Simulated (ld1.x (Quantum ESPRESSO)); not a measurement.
**gallium (Ga): excitation energies, all-electron against PAW**

Ga, PAW, made with ld1.x (Quantum ESPRESSO) 7.5 (PBE, scalar-relativistic). Core [Ar] 3d10, reference 4s1 4p2. Waves: 4s (bound): rcut 1.55, rcutus 2.10 bohr; 4s channel at 2.1 Ry: rcut 1.55, rcutus 2.10 bohr; 4p (bound): rcut 1.50, rcutus 2.10 bohr; 4p channel at 2.15 Ry: rcut 1.50, rcutus 2.10 bohr; 4d channel at 0.2 Ry: rcut 2.10, rcutus 2.25 bohr. Local part: all-electron potential smoothed inside 2.00 bohr (lloc = -2). Core correction: Bessel-smoothed model core inside 2.15 bohr. Augmentation charge: PSQ, inside the norm-conserving radii.

Energies are relative to the spin-unpolarised reference configuration 4s1 4p2; without spin polarisation the order of configurations can differ from experiment. The frozen-core shift is the all-electron ΔE with the core orbitals held at their reference shape minus the fully relaxed ΔE.

| valence configuration | charge | ΔE all-electron (eV) | error AE − PS (meV) | frozen-core shift (meV) |
| --- | --- | --- | --- | --- |
| 4s2 4p1 | 0 | -6.538 | -17 | +18 |
| 4s2 4p0 | +1 | -0.850 | -4.8 | +5.2 |
| 4s2 4p0.5 | +0.5 | -4.507 | -10 | +11 |
| 4s0 4p3 | 0 | 6.833 | -18 | +18 |
| 4s1 4p1 | +1 | 6.523 | -11 | +11 |
| 4s2 4p1.3 | -0.3 | -7.072 | -19 | +20 |

**Question.** What are ΔE and the potential's error for 4s1 4p0?

**Answer.** ΔE = 20.278 eV all-electron; the error (AE − PS) is -99 meV.
